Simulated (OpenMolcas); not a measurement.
## W: effect of the active space

| Property | Result |
| --- | --- |
| Program | OpenMolcas |
| Method | MS-CASPT2, IPEA 0.25 Eh, imaginary shift 0.1 Eh |
| Basis | ANO-RCC-VQZP |
| Scalar Hamiltonian | DKH2, point nucleus |
| Spin-orbit coupling | RASSI with atomic mean-field integrals over the reference wave functions, term energies averaged over their components |

A. 4 electrons in 5 orbitals (5d); 2S+1 = 5 even, 5 roots; 2S+1 = 3 even, 45 roots; 2S+1 = 1 even, 50 roots (49 in the spin-orbit step); closed shells correlated: 5s 5p 6s; CASPT2 step about 110 core-seconds
B. 6 electrons in 6 orbitals (5d 6s); 2S+1 = 5 even, 30 roots; 2S+1 = 7 even, 1 root kept (CI in the orbitals of an earlier block); 2S+1 = 3 even, 55 roots kept (CI in the orbitals of an earlier block); 2S+1 = 1 even, 30 roots kept (CI in the orbitals of an earlier block); closed shells correlated: 5s 5p; CASPT2 step roughly 2.8 core-minutes

Energies in cm⁻¹ above 5d⁴ 6s² ⁵D₀, the measured ground level; measured values from NIST Handbook of Basic Atomic Spectroscopic Data.

| Level | A | B | Measured |
| --- | --- | --- | --- |
| 5d⁴ 6s² ⁵D₀ [71 %] | 0.0 | 0.0 | 0.0 |
| 5d⁴ 6s² ⁵D₁ | 2050 | 1177 | 1670 |
| 5d⁴ 6s² ⁵D₂ | 4050 | 2680 | 3326 |
| 5d⁴ 6s² ⁵D₃ | 5760 | 4150 | 4830 |
| 5d⁴ 6s² ⁵D₄ | 7130 | 5570 | 6219 |
| 5d⁴ 6s² ³G₃ [52 %] | 15170 | 15420 |  |
| 5d⁴ 6s² ³H₅ [67 %] | 15850 | 16230 |  |
| 5d⁴ 6s² ³H₆ | 17270 | 17810 |  |
| 5d⁴ 6s² ³G₅ [61 %] | 22340 | 20510 |  |
| 5d⁴ 6s² ³D₁ | 23300 | 19990 |  |
| 5d⁴ 6s² ¹I₆ | 24140 | 24290 |  |
| 5d⁴ 6s² ¹S₀ | 25530 | 22240 |  |
| 5d⁴ 6s² ¹F₃ [73 %] | 28940 | 27300 |  |

Deviations, from unrounded energies. A percentage is the sum of absolute deviations over the sum of measured energies, with the sign that they share, or ± where signs differ.

```
                  Against measurement  Levels      A      B
       mean absolute deviation (cm-1)       4    740    620
fine structure of the ground term (%)       4  +18.3  -15.4
```

B lies closest to measurement on these levels. The largest miss of B in the table is 5d⁴ 6s² ⁵D₃, by -680 cm-1. The ranking rests on the paired levels alone, and a cruder setting can come out closer through cancelling errors.

The spin-orbit steps hold different terms of 5d⁴ 6s² (B lacks ¹D, a ¹G, a ³F, a ³P), which shifts levels as well.

The two smallest mean deviations differ by little beside CASPT2's spread within terms, so their order carries little weight.

Between A and B the level of the table that moves most is 5d⁴ 6s² ³D₁, by 3300 cm-1 (lowest in B, highest in A). Moves below CASPT2's spread within the term are not significant.

Term energies are means over components that CASPT2 splits; among the terms shown or strongly mixed into the levels shown the widest spread is 1800 cm-1 (5d⁴ 6s² ¹I, B). Some terms miss by over 15 % even with CASPT2, which points to a basis or an active space too small for the shells correlated. The CASPT2 spread within a term exceeds the gap to the next term for 5d⁴ 6s² ³P(1) and 5d⁴ 6s² ³H, 5d⁴ 6s² ³D and 5d⁴ 6s² ¹I, 5d⁴ 6s² ¹I and 5d⁴ 6s² ¹S, so the order of their levels is uncertain (figures for A; the like holds for B). Some high roots are left out of the spin-orbit mixing, which shifts the levels that they would mix with (holds for A). With the s shell closed, the reference lacks s² → p², s² → d² and s → d mixing, so excited terms can stand far too high and out of order, with CASPT2 too (holds for A). Terms from blocks run as CI alone lack orbitals of their own (holds for B). Configurations are named by rounded mean occupations; where the s occupation lies near a half they are strongly mixed, a name can repeat and a true partner stay unpaired (holds for B). The lowest spin-free term belongs to 5d⁵ 6s, not to the configuration of the lowest level (holds for B). Computed and measured levels are paired by configuration, term and J; levels that our copy of the source lacks, or whose pairing is in doubt (as where it misses far off the trend of its configuration), stay unpaired and out of the deviations. Levels of configurations outside the active space are missing. Levels that lie high or do not pair safely by name in every column are left out.

A share in square brackets marks a mixed level and gives the weight of the term that names it, the lowest over the columns. A number in round brackets counts repeated terms of one configuration in the order of the reference energies.
